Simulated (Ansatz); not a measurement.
CH5GeNO (`C[O][Ge][NH2]`). Charge 0, multiplicity 1. The structure was optimised at the PBE0-D4/def2-TZVP level. It is one conformer, not always the lowest.

```xyz
9

C     0.332    0.235   -1.690
O     0.344    0.048   -0.299
Ge   -1.191   -0.113    0.623
N    -0.343   -0.306    2.213
H    -0.684    0.263   -2.109
H     0.827    1.179   -1.945
H     0.876   -0.578   -2.181
H    -0.822   -0.436    3.088
H     0.662   -0.293    2.298
```

(1) What is the dipole moment at r2SCAN/def2-TZVPP? (An estimate is asked.)

(2) And with PBE, B3LYP, ωB97M-V? (Estimate.)

(3) Give the Mulliken charges with r2SCAN, PBE, ωB97M-V in def2-TZVPP. (Best estimate.)

Results:

(1) Ansatz gave: 0.60 D, with components (-0.09, -0.08, 0.58) D in this frame, pointing from negative to positive charge.

(2) Ansatz gave: PBE 0.60 D, B3LYP 0.61 D, ωB97M-V 0.63 D.

(3) Ansatz gave: 
```json
{"atom": "C1", "r2SCAN": "0.03", "PBE": "-0.12", "ωB97M-V": "-0.17"}
{"atom": "O2", "r2SCAN": "-0.43", "PBE": "-0.35", "ωB97M-V": "-0.42"}
{"atom": "Ge3", "r2SCAN": "0.37", "PBE": "0.31", "ωB97M-V": "0.42"}
{"atom": "N4", "r2SCAN": "-0.44", "PBE": "-0.39", "ωB97M-V": "-0.38"}
{"atom": "H5", "r2SCAN": "0.04", "PBE": "0.07", "ωB97M-V": "0.09"}
{"atom": "H6", "r2SCAN": "0.05", "PBE": "0.09", "ωB97M-V": "0.11"}
{"atom": "H7", "r2SCAN": "0.05", "PBE": "0.09", "ωB97M-V": "0.11"}
{"atom": "H8", "r2SCAN": "0.16", "PBE": "0.15", "ωB97M-V": "0.11"}
{"atom": "H9", "r2SCAN": "0.17", "PBE": "0.16", "ωB97M-V": "0.13"}
```

B3LYP here is the variant with VWN-RPA as its local correlation; programs differ in this.
